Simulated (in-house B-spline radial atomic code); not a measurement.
The numbers below are computed, except where a source is named.
**Softness against transferability: the 3s channel of Cu**

Cu, [Ar] 3d10 4s1, non-relativistic LDA (VWN5), spherical and spin-unpolarised, from an all-electron radial atomic-structure program (B-spline basis) (atomic units). The all-electron 3s level is ε = -4.057453 hartree, its outermost node lies just inside 0.30 bohr and its outer maximum at 0.62 bohr.

Troullier-Martins pseudo-orbitals are made for several radii. The cutoffs (hartree) are the plane-wave energies beyond which the orbital holds less than the named kinetic energy per electron. The phase error is the difference, pseudo minus all-electron, of arctan(R P'/P) at R = 1.17 bohr for all radii, half a hartree below and above the level.

```tsv
r_c (bohr)	V_l(0) (hartree)	cutoff for 10 mEh	for 1 mEh	for 0.1 mEh	phase error at ε − 0.5 (mrad)	at ε + 0.5 (mrad)
0.47	-63.84	263	> 450	> 450	-3.0	-0.5
0.54	-9.40	151	359	> 450	-1.5	-0.3
0.62	11.50	103	146	255	-1.1	-0.2
0.7	10.63	100	141	246	-1.2	-0.2
0.78	5.30	88.2	125	212	-1.8	-0.3
0.87	0.41	68.2	103	173	-3.7	-0.6
```

(1) Which radius needs the lowest cutoff for 1 mEh while both phase errors stay within 1.9 mrad?

## Answers

(1) The radii within that limit are 0.54, 0.62, 0.7, 0.78 bohr; of these r_c = 0.78 needs the least, 125 hartree, that is 250 Ry or 3401 eV.
